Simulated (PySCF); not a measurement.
B2BiO, SMILES O=B[B-]#[Bi], charge -1. Geometry optimised at PBE0-D3(BJ)/def2-SVPD. The def2 effective core potentials stand for the cores of Bi; spin–orbit coupling is left out.

Give the equilibrium geometry at PBE0-D3(BJ)/def2-SVPD (PySCF confirms it by a frequency run) as Cartesian coordinates in Å, and its point group. (Estimate from the structure and the level; the computed values follow.)

point group C∞v.
```xyz
4

Bi     0.0000     0.0000     0.6706
B      0.0000     0.0000    -1.3702
B      0.0000     0.0000    -3.0015
O      0.0000     0.0000    -4.2252
```
Charge -1, spin multiplicity 1.
